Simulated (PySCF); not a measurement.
This PySCF input asks for the NMR shieldings of SMILES N#C[SiH2]CB(N)C#N, C₃H₆BN₃Si; the geometry comes from GFN2-xTB.

```python
import basis_set_exchange as bse
import numpy as np
from pyscf import gto, dft
from pyscf.prop import nmr

atoms = """
N    -1.453711    0.096992    2.837032
C    -1.604876    0.008809    1.704390
Si   -1.777164   -0.166928   -0.152196
C    -0.096882   -0.854292   -0.729120
B     1.083536    0.145478   -0.398087
N     1.679420    0.182315    0.847075
C     1.547774    1.133416   -1.473959
N     1.866668    1.865712   -2.298814
H    -2.082102    1.169194   -0.666116
H    -2.863259   -1.126318   -0.376449
H     0.059137   -1.814485   -0.232556
H    -0.166208   -1.057840   -1.798310
H     1.396653   -0.407931    1.612364
H     2.410337    0.825406    1.102582
"""
names = dict.fromkeys(["N", "C", "Si", "B", "H"], "pcSseg-1")
basis = {el: gto.basis.parse(bse.get_basis(n, elements=[el], fmt="nwchem")) for el, n in names.items()}
mol = gto.M(atom=atoms, basis=basis, charge=0, verbose=0)
mf = dft.RKS(mol, xc="PBE0")
mf.grids.level = 2
mf.grids.alignment = dft.numint.BLKSIZE   # the property module wants whole blocks of grid points
mf.conv_tol = 1e-9
mf.kernel()

calc = nmr.RKS(mf)   # GIAO
C = mf.mo_coeff
Co = C[:, mf.mo_occ > 0]
resp = mf.gen_response(singlet=True, hermi=2)
def vind(x):   # induced exchange potential for any number of trial vectors
    d = np.einsum("pi,xij,qj->xpq", C, 2 * x.reshape(-1, C.shape[1], Co.shape[1]), Co, optimize=True)
    return np.einsum("xpq,pi,qj->xij", resp(d - d.transpose(0, 2, 1)), C, Co, optimize=True).ravel()
mo1, _ = nmr.rhf.solve_mo1(calc, with_cphf=vind)
sigma = calc.kernel(mo1)
for i, s in enumerate(sigma):   # ppm
    w = np.linalg.eigvalsh((s + s.T) / 2)
    print("%2d %-2s iso %8.1f  s11 %8.1f  s22 %8.1f  s33 %8.1f" % (i, mol.atom_pure_symbol(i), w.mean(), *w))
```

Problem. What are the results?

Solution. 
```
 0 N  iso    -95.9  s11   -294.2  s22   -289.6  s33    296.1
 1 C  iso     61.1  s11    -55.7  s22    -48.4  s33    287.5
 2 Si iso    417.6  s11    392.7  s22    401.1  s33    459.1
 3 C  iso    180.7  s11    170.0  s22    180.8  s33    191.5
 4 B  iso     71.8  s11     21.4  s22     74.8  s33    119.2
 5 N  iso    141.2  s11     31.7  s22    178.9  s33    213.1
 6 C  iso     58.1  s11    -64.2  s22    -53.7  s33    292.4
 7 N  iso    -89.1  s11   -280.1  s22   -240.9  s33    253.6
 8 H  iso     27.2  s11     24.1  s22     25.4  s33     32.1
 9 H  iso     27.1  s11     23.4  s22     25.0  s33     32.8
10 H  iso     31.0  s11     27.6  s22     28.2  s33     37.3
11 H  iso     30.9  s11     26.6  s22     28.6  s33     37.5
12 H  iso     26.9  s11     22.2  s22     26.1  s33     32.4
13 H  iso     26.9  s11     22.4  s22     24.0  s33     34.2
```

These numbers come from an equivalent density-fitted implementation of the same equations, which agrees with the script to about 0.01 ppm for H and up to a few tenths of a ppm for heavy atoms, so last digits may differ.

Size and cost of the density-fitted run: 173 basis functions, 18 s wall time on 1 thread of an Intel Xeon 6975P-C, shared host; peak memory 0.78 GiB.
